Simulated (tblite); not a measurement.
Compound: C4H10F2SSi.
Atom-mapped SMILES: `[CH3:1][CH2:2][S:3][SiH2:4][CH2:5][CH:6]([F:7])[F:8]` (hydrogens: H9, H10, H11 on C1; H12, H13 on C2; H14, H15 on Si4; H16, H17 on C5; H18 on C6)

Computed geometry: GFN2-xTB, gas phase.

List the bond lengths, angles and torsions at this level.

| bond | length (Å) |
| --- | --- |
| C1–C2 | 1.515 |
| C2–S3 | 1.829 |
| S3–Si4 | 2.134 |
| Si4–C5 | 1.895 |
| C5–C6 | 1.502 |
| C6–F7, C6–F8 | 1.359 |
| C1–H9, C1–H10, C1–H11 | 1.088 |
| C2–H12, C2–H13 | 1.089 |
| Si4–H14, Si4–H15 | 1.462 |
| C5–H16, C5–H17 | 1.089 |
| C6–H18 | 1.100 |

Bonds in one row agree within 0.01 Å and their mean is given. A selection of angles:
| angle | degrees |
| --- | --- |
| C1–C2–S3 | 112.6 |
| C2–S3–Si4 | 101.0 |
| S3–Si4–C5 | 105.1 |
| Si4–C5–C6 | 109.2 |
| C5–C6–F7 | 111.0 |
| F7–C6–F8 | 105.6 |

Torsions: C1–C2–S3–Si4 -73° (synclinal); C2–S3–Si4–C5 -169° (antiperiplanar); S3–Si4–C5–C6 -169° (antiperiplanar); Si4–C5–C6–F7 -53° (synclinal). The mirror-image conformer, all signs reversed, is as good.

Of the pairs four or more bonds apart, Si4···H9 is among the closest relative to their van der Waals radii: 3.09 Å, 94 % of the sum of Bondi's values. Si4 (SiH2 silicon) is distorted tetrahedral (angles from 105.1° to 111.8°).

Point group: C1 (no symmetry element, even within 0.4 Å). Its GFN2-xTB frequencies are all real (lowest 25 cm⁻¹). One conformer, not necessarily the lowest. 3 starts were optimised and ended at 0.00, 0.36 and 1.10 kcal/mol (GFN2-xTB); the lowest of these is shown.
